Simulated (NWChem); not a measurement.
A series in which one site is exchanged, each optimised at PBE0/def2-SVP with NWChem, gas phase unless a solvent is named. This build's default masses of Se (78.918 u) and Br (79.917 u) are each other's, which moves their modes by up to 0.6 %. For some, no frequency run checked for a minimum. def2 effective core potentials on I; no spin-orbit coupling.

A: Cl[SiH](Cl)Cl (SiHCl₃; site = Cl)
B: Cl[SiH](Cl)Br (SiHBrCl$_{2}$; site = Br)
C: Cl[SiH](Cl)I (SiHICl2; site = I)
D: F[SiH](Cl)Cl (SiHCl₂F; site = F)

Problem. Rank them by lowest singlet excitation, PBE/def2-SVPD, TDA (eV), lowest first.

Solution. C (5.00), B (6.08), A (6.74), D (7.49)
